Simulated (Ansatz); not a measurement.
Ansatz (a first-principles code) input (PBE0/def2-TZVP):

Ansatz 0.2 input:
```yaml
crystal:
  periodic: [false, false, false]
  atoms:
    - {symbol: Si, position_ang: [0.93370886, 0.35327304, 0.17643957]}
    - {symbol: O, position_ang: [-0.35386168, -0.51719537, -0.41171650]}
    - {symbol: C, position_ang: [-1.64271412, -0.35910944, -0.01805719]}
    - {symbol: H, position_ang: [2.07813153, 0.01000933, -0.68692786]}
    - {symbol: H, position_ang: [1.20779967, -0.01590870, 1.58386308]}
    - {symbol: H, position_ang: [0.63100095, 1.80293821, 0.10779398]}
    - {symbol: H, position_ang: [-1.95436201, 0.59680999, 0.38638761]}
    - {symbol: H, position_ang: [-2.34731614, -1.04745186, -0.45919559]}
basis:
  gaussian:
    orbitals: def2-TZVP
hamiltonian:
  xc: {name: PBE0}
magnetization: {spin_polarized: true, initial_magnetization: 1}
```

Output:

```
Functional definition: PBE0
integrals: 0.04 GiB planned
819 factors; their error is unknown
0.20 GiB of the device are held for the grids
0.48 GiB of device memory are held for the factors and their scratch space
mean field: 0.50 GiB planned
mean field evaluation 1: about -11033.2915 eV, gradient 2.9e1 eV
mean field evaluation 2: about -11029.9193 eV, gradient 4.2e1 eV
mean field evaluation 4: about -11036.5255 eV, gradient 2.0e0 eV
mean field evaluation 8: about -11036.5795 eV, gradient 4.9e-2 eV
mean field evaluation 16: about -11036.5795 eV, gradient 1.5e-5 eV
mean field -11036.57947834 eV, -405.5868149669 hartree, gradient 1.5e-5 eV, S^2 0.754474; 0 other end points of the search recorded, 0 dependent functions left out
reference -11036.57950904 eV, -405.5868160951 hartree; 17, 16 occupied and 112, 113 virtual orbitals, 819 factors
Total energy: -11036.57950904 eV, -405.5868160951 hartree
```

It need not be the lowest isomer of its formula.
